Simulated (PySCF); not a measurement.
# Reading the logs of faulty runs: BClHOSi anion

All numbers below are calculated, not measured. They come from PySCF 2.14.0, an open-source quantum chemistry program, on an isolated molecule that a program drew, which may never have been made. The molecule is BClHOSi anion (charge -1, singlet), drawn as the SMILES string `O=B[SiH-]Cl`.

Each row is a Hartree-Fock (HF) and frozen-core CCSD(T) single point in the aug-cc-pV(D+d)Z basis, meant for a local HF minimum. Run 1 is clean. Each other run has one planted mistake out of seven kinds, and not every kind appears here: one electron removed, one electron added, multiplicity raised by two, geometry at a saddle point, minimal basis STO-3G, one bond length entered in bohr, all coordinates scaled. The reference is restricted for singlets and unrestricted otherwise, and also for a bond in bohr. Adding or removing an electron swaps singlet and doublet. Electrons count all cores. HOMO and LUMO are orbital energies over both spins, the gradient is its largest component, and the lowest frequency (negative if imaginary) is given only where the gradient is small. Bond lengths are over the 4 bonds as drawn. T1 is the CCSD diagnostic: over 0.02 (restricted) or 0.045 (unrestricted) a single reference is doubtful.

Geometry of the clean run:
```xyz
5
BClHOSi anion, angstrom
O    -2.4292    0.3301   -2.2437
B    -1.6393    0.5494   -1.3605
Si   -0.1668    1.0157    0.0126
Cl   -0.3205   -0.9049    1.2012
H    -1.1235    1.8198    0.8780
```

```
run  electrons  basis functions  <S^2>  HOMO (eV)  LUMO (eV)  gradient (hartree/bohr)  lowest frequency (cm^-1)  mean bond (Å)  longest bond (Å)      T1  HF (hartree)  CCSD(T) (hartree)                     mistake
  1         46              119  0.000      -3.56       4.01                  2.0e-05                       114         1.7639             2.264  0.0172    -848.70997         -849.29025                    no fault
  2         46              119  0.000      -3.41       4.01                  2.7e-02                         -         1.7357             2.228  0.0167    -848.70866         -849.28679      all coordinates scaled
  3         46              119  2.011      -0.59       3.65                  5.2e-02                         -         1.7639             2.264  0.0247    -848.62082         -849.18793  multiplicity raised by two
  4         45              119  0.758     -11.69      -1.52                  5.8e-02                         -         1.7639             2.264  0.0218    -848.62007         -849.17328        one electron removed
  5         46              119  0.000      -1.62       3.96                  3.5e-05                      -694         1.6798             2.140  0.0166    -848.65394         -849.24073  geometry at a saddle point
  6         46               29  0.000       0.47      14.48                  3.5e-02                         -         1.7639             2.264  0.0176    -838.96897         -839.13913                           ?
```

**Which mistake was planted in run 6, and what did it cost?**

It has 29 basis functions where the clean run has 119, with the same electrons and geometry. So the mistake is: minimal basis STO-3G. Subtracting run 1 and multiplying by 627.51 kcal/mol a hartree, the energy moved by 6112.6 kcal/mol in HF and 6369.9 kcal/mol in CCSD(T).

Cautions from the logs. Run 6: the HOMO is above zero, so the electron isn't bound and the energy depends on the basis.
